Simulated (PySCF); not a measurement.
Gas-phase reaction: 3 GaF + 2 HCl + 2 Cl = 2 GaHCl₂ + GaF₃

Computed with PySCF and rigid-rotor harmonic-oscillator thermochemistry at 1 bar. † marks an energy on the PBE0/def2-TZVP geometry and frequencies; other levels use their own. MP2 freezes the core. 6-31G* has spherical d functions here. Open shells (unrestricted): Cl (multiplicity 2); the rest are closed-shell singlets. Spin-orbit splitting is ignored; it lowers the true energy and changes the entropy of Cl. Ga: all electrons, no relativistic terms. GaHCl₂: computed as isolated molecules; such fragments, hydroxides, amides, oligomers or adducts are transient or little studied in the gas. MP2 isn't extrapolated to the basis-set limit.

MP2/def2-SVP† gives ΔH°(298 K) = -857 kJ.

Problem. What do PBE0/def2-QZVP†, HF/6-31G*, ωB97X-V/def2-TZVP† give?

Solution. PBE0/def2-QZVP†: -787 kJ; HF/6-31G*: -659 kJ; ωB97X-V/def2-TZVP†: -822 kJ. For scale, ΔH°(298 K) is -857 kJ at this level, -780 kJ at ωB97M-V/def2-TZVP†, and runs from -917 to -564 kJ over the 20 levels computed.
